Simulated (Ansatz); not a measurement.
Reactions of CH$_{8}$FNSi$_{2}$, SMILES `FCN[SiH2][SiH3]`.

Gas-phase electronic energies from Ansatz, PBE0-D4/def2-TZVP geometries. CCSD(T)/CBS adds triple-zeta CCSD(T) − MP2 to the extrapolated MP2 energy (def2 sets, frozen cores). This one scheme is used for every species. Functionals use def2-TZVPP. One conformer a species, not always the lowest.

| reaction | ωB97X-V (kJ/mol) | r2SCAN-D4 (kJ/mol) | PBE-D4 (kJ/mol) |
| --- | --- | --- | --- |
| `FCN[SiH2][SiH3]` + `FCCCl` → `[SiH3][SiH2]CCl` + `FCNCF` | 53 | 52 | 45 |
| `FCN[SiH2][SiH3]` + `CBN` → `CBNCF` + `N[SiH2][SiH3]` | 5 | 7 | 8 |
| `FCN[SiH2][SiH3]` + `FCCF` → `FCC(F)CF` + `N[SiH2][SiH3]` | -8 | -7 | -2 |
| `FCN[SiH2][SiH3]` + `[CH2]1[NH][AlH]1` → `[SiH3][SiH2][N]1[CH2][AlH]1` + `NCF` | -30 | -32 | -30 |

Question: Give the CCSD(T)/CBS values in the same order. (An estimate is asked.)

Answer: The calculation gave: 57, 4, -10, -32 kJ/mol.

Largest T1 diagnostic: 0.015, for `[CH2]1[NH][AlH]1`.
